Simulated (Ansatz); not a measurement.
Gas-phase electronic energies from Ansatz, PBE0-D4/def2-TZVP geometries. CCSD(T)/CBS is the MP2 limit (def2-TZVPP, def2-QZVPP) plus CCSD(T) − MP2 in def2-TZVPP, frozen cores. This one scheme is used for every species. DFT in def2-TZVPP. HSE06 is defined as in plane-wave codes. One conformer a species, not always the lowest.

`C[SiH](F)S` + HCl → `C[SiH](S)Cl` + H–F  (ligand exchange at the Si–F bond)

Q: Is it downhill or uphill in electronic energy at CCSD(T)/CBS, and by how much? (An estimate is asked.)

A: The calculation gave: Uphill: ΔE = +9.1 kcal/mol.

Q: What do these levels give: PBE-D4, HSE06-D4, BHLYP-D4, B2PLYP, PBE, revPBE, HSE06, LC-ωPBE, RPA@PBE/def2-TZVPP, HF/def2-TZVPP, CCSD/def2-TZVPP, MP2/CBS(def2)? (An estimate is asked.)

A: Computed: PBE-D4 8.0, HSE06-D4 7.8, BHLYP-D4 10.6, B2PLYP 11.0, PBE 9.0, revPBE 9.0, HSE06 8.6, LC-ωPBE 10.2, RPA@PBE/def2-TZVPP 11.0, HF/def2-TZVPP 13.0, CCSD/def2-TZVPP 10.8, MP2/CBS(def2) 7.4 kcal/mol.

Largest T1 diagnostic among the species: 0.011.

At CCSD(T), def2-SVP lies +1.1 kcal/mol from the extrapolated value and def2-TZVPP +1.1 kcal/mol. In def2-TZVPP, CCSD(T) changes the Hartree–Fock value by −2.8 kcal/mol (the triples alone add −0.6 kcal/mol) and MP2 by −4.5 kcal/mol.
